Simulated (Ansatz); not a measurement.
Reaction (formal exchange of groups at a B–B bond): `BB(C)CC` + `FC[SiH2]F` → `BC(F)[SiH2]F` + `CBCC`

Program: Ansatz. Geometries: PBE0-D4/def2-TZVP. ΔE: electronic, gas phase. CCSD(T)/CBS is the MP2 limit (def2-TZVPP, def2-QZVPP) plus CCSD(T) − MP2 in def2-TZVPP, frozen cores. DFT in def2-TZVPP. B3LYP here is the variant with VWN-RPA as its local correlation; programs differ in this. Each species was taken in one conformer, which may not be the lowest.

`BB(C)CC`:

```xyz
15

B    -0.324    1.232   -1.329
B     0.488    0.274   -0.253
C     2.057    0.153   -0.324
C    -0.260   -0.539    0.867
C    -1.766   -0.736    0.738
H    -0.666    0.844   -2.414
H    -0.601    2.376   -1.085
H     2.511   -0.112    0.635
H     2.582    1.014   -0.744
H     2.256   -0.689   -1.004
H     0.250   -1.497    1.035
H    -0.037    0.039    1.781
H    -2.013   -1.322   -0.151
H    -2.191   -1.257    1.600
H    -2.285    0.223    0.648
```

`FC[SiH2]F`:

Cartesian coordinates in Å:
```
F 1.042 -1.531 -0.586
C -0.008 -0.965 0.127
Si -0.067 0.901 -0.108
F 1.184 1.579 0.620
H 0.112 -1.229 1.184
H -0.946 -1.416 -0.221
H -1.308 1.410 0.528
H -0.009 1.251 -1.545
```

`BC(F)[SiH2]F`:

```xyz
10

B     0.211   -1.346    0.714
C    -0.590   -0.057    0.562
F    -0.629    0.796    1.669
Si    0.246    0.943   -0.842
F    -0.142    0.263   -2.234
H     0.193   -2.110   -0.206
H     0.901   -1.546    1.666
H    -1.615   -0.211    0.195
H    -0.299    2.318   -0.801
H     1.722    0.950   -0.721
```

`CBCC`:

Z-matrix (Å, degrees):
```
C
B 1 1.558
H 1 1.102 2 106.0
H 1 1.094 2 112.7 3 -114.0
H 1 1.092 2 115.8 3 118.6
C 2 1.561 1 125.2 3 -104.1
H 2 1.205 1 117.9 3 73.8
C 6 1.522 2 118.8 1 -1.0
H 6 1.101 2 106.8 1 125.1
H 6 1.102 2 106.1 1 -126.3
H 8 1.093 6 112.0 2 179.8
H 8 1.093 6 111.4 2 59.5
H 8 1.093 6 111.4 2 -59.9
```

**Question.** Is it downhill or uphill in electronic energy at CCSD(T)/CBS, and by how much? (Estimate.)

**Answer.** Computed: Downhill: ΔE = -30.8 kJ/mol.

**Question.** What do these levels give: r2SCAN-D4, PBE0-D4, B3LYP-D4, PBE, r2SCAN, PBE0, HF/def2-TZVPP, SCS-MP2/def2-TZVPP, CCSD(T)/def2-TZVPP, HF/def2-QZVPP, MP2/def2-QZVPP, CCSD/CBS(def2)? (Estimate.)

**Answer.** Computed: r2SCAN-D4 -33.5, PBE0-D4 -30.6, B3LYP-D4 -31.5, PBE -30.8, r2SCAN -33.6, PBE0 -30.5, HF/def2-TZVPP -28.1, SCS-MP2/def2-TZVPP -32.2, CCSD(T)/def2-TZVPP -31.0, HF/def2-QZVPP -27.7, MP2/def2-QZVPP -34.4, CCSD/CBS(def2) -29.5 kJ/mol.

Largest T1 diagnostic among the species: 0.013.
